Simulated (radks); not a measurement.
All-electron atom: Cu+ in [Ar] 3d10. All-electron calculation, scalar-relativistic Kohn-Sham, exchange-only LDA, spin-polarised, spherical densities, finite nucleus; Fermi nuclear charge, rms radius 3.8823 fm. Program: a radial shooting solver on a logarithmic mesh with Libxc functionals.

Radial electron density D(r) = 4 pi r^2 rho(r):

```
   r/bohr * D(r) (the largest magnitude, 40.1, reaches the edge; | marks zero)
 0.003205 |  *
 0.004107 |   *
 0.005263 |     *
 0.006744 |         *
 0.008573 |             *
  0.01099 |                  *
  0.01408 |                         *
  0.01804 |                                 *
  0.02312 |                                         *
  0.02939 |                                              *
  0.03766 |                                               *
  0.04826 |                                             *
  0.06185 |                                        *
  0.07925 |                                     *
   0.1016 |                                         *
   0.1291 |                                                 *
   0.1654 |                                                      *
    0.212 |                                                *
   0.2717 |                                  *
   0.3482 |                        *
   0.4461 |                         *
   0.5672 |                              *
   0.7268 |                           *
   0.9314 |                  *
    1.193 |         *
    1.529 |    *
     1.96 | *
    2.491 |*
    3.193 *
    4.091 *
```

D(r) has 3 maxima, at r = 0.0365, 0.165, 0.600 bohr, and minima at 0.0786, 0.377 bohr, inside which lie 2.11, 10.85 electrons.
